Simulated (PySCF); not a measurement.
## Tl⁵⁶⁺: ionisation energy

Tl⁵⁶⁺ [Ar] 3d7 [3d3/2^4 3d5/2^3, M_J = 9/2] → Tl⁵⁷⁺ [Ar] 3d6 [3d3/2^4 3d5/2^2, M_J = 4], as a difference of total energies. All numbers are calculated (PySCF 2.14, the two-component X2C-1e Hamiltonian, in an even-tempered Gaussian basis (15 s from 16 bohr⁻², ratio 2.8; 13 p from 21 bohr⁻², ratio 2.8; 8 d from 21 bohr⁻², ratio 2.8; 3 f from 74 bohr⁻², ratio 3)). Correlated levels: [Ne] frozen; the 78 highest virtual spinors dropped. "Screened" scales the spin-orbit matrix elements by Boettger's factors to mimic the two-electron term; Breit and QED terms are absent.

```csv
method,ionisation energy (eV)
GHF (spin-free),5708.4
GMP2 (spin-free),5709.3
GHF (screened spin-orbit),5676.6
GMP2 (screened spin-orbit),5676.7
```

Breit and QED terms and the two-electron picture change are absent.

The spin-free rows relax to the high-spin LS determinant and lack the spin-orbit shift.

The labels give the starting determinants; with spin-orbit coupling the two ends relaxed to ⟨J²⟩ = 24.75, ⟨L²⟩ = 16.27, ⟨S²⟩ = 2.50 and ⟨J²⟩ = 20.00, ⟨L²⟩ = 13.35, ⟨S²⟩ = 2.79.

For comparison: 5674 ± 5 eV (theoretical estimate listed by NIST; NIST Atomic Spectra Database, ionization energies).
